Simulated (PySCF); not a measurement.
# Dipole response of F (fluorine, neutral)

[He] 2s2 2p5, 2P determinant. Calculation: PySCF 2.14, in def2-TZVPPD (6s4p3d1f, 40 functions); the non-relativistic Hamiltonian (point nucleus). Coupled (time-dependent) response in atomic units; α is the mean over directions.

| method | mean α (bohr³) | α xx, yy, zz | C₆ (like pair) | S(−4) |
| --- | --- | --- | --- | --- |
| UHF | 3.269 | 3.064, 3.372, 3.372 | 8.413 | 4.197 |
| PBE | 4.101 | 3.673, 4.315, 4.315 | 11.15 | 7.878 |
| PBE0 | 3.795 | 3.455, 3.966, 3.966 | 10.13 | 6.339 |
| wB97M-V | 3.900 | 3.547, 4.077, 4.077 | 10.44 | 6.938 |
| B3LYP | 3.877 | 3.521, 4.055, 4.055 | 10.38 | 6.740 |

S(−4) is the Cauchy moment in α(ω) = α(0) + S(−4) ω² + …

Reference α: 3.74 ± 0.08 bohr³ (recommended; Schwerdtfeger and Nagle, table of static dipole polarizabilities (2023 update)). Published C₆: 9.520 (Chu and Dalgarno (2004); Tang, Norbeck and Certain (1976)).

α(iu) at PBE0:

```tsv
u (hartree)	α(iu) (bohr³)
0	3.795
0.0500	3.780
0.100	3.734
0.200	3.566
0.300	3.331
0.500	2.802
0.750	2.207
1.00	1.749
1.50	1.158
2.00	0.8231
3.00	0.4783
5.00	0.2176
```

A single London oscillator, α(iu) = α/(1 + u²/ω²), gives C₆ = (3/4) ω α². Matching the computed C₆ needs ω = 4 × 10.13 / (3 × 3.795²) = 0.938 hartree.

The components differ because the open shell of this determinant is not spherical; for a pure term their mean is the scalar polarisability.
